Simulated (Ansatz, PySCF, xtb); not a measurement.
HF (SMILES F) and HBr (SMILES Br) are pulled apart as rigid monomers along the line of their centres of mass, from the B3LYP-D3(BJ)/def2-TZVP minimum. Starting geometry (charge 0, multiplicity 1):
```xyz
4

F     -0.362     0.135     0.369
H     -0.220    -0.774     0.265
Br    -0.042     0.922     3.740
H     -0.214     0.810     2.325
```

Interaction energies with rigid monomers; basis-set methods are counterpoise corrected unless marked otherwise.

Correlated levels freeze the cores. Filled d and f shells under p-block atoms count as core.

Programs: Ansatz (Gaussian basis) for Hartree–Fock, density functionals and correlated methods; PySCF for the dispersion terms; xtb for the GFN methods. 

```
F1···H4 (Å)  GFN1-xTB (kcal/mol)  GFN2-xTB (kcal/mol)  PBE-D4/def2-TZVPPD (kcal/mol)  SCS-MP2/aug-cc-pVQZ (kcal/mol)  CCSD(T)/aug-cc-pVDZ (kcal/mol)
-----------  -------------------  -------------------  -----------------------------  ------------------------------  ------------------------------
1.87                       -0.42                -2.78                          -2.22                           -1.14                           -0.91
2.07                       -1.30                -3.34                          -2.61                           -1.90                           -1.84
2.38                       -1.30                -3.04                          -2.30                           -1.89                           -1.90
2.90                           ?                -2.09                          -1.45                           -1.25                           -1.27
3.73                       -0.32                -1.13                              ?                           -0.59                           -0.59
```

**Question.** Fill in the missing entries.

**Answer.** 
- 2.90, GFN1-xTB (kcal/mol): -0.73
- 3.73, PBE-D4/def2-TZVPPD (kcal/mol): -0.63

Ansatz is an electronic-structure program.
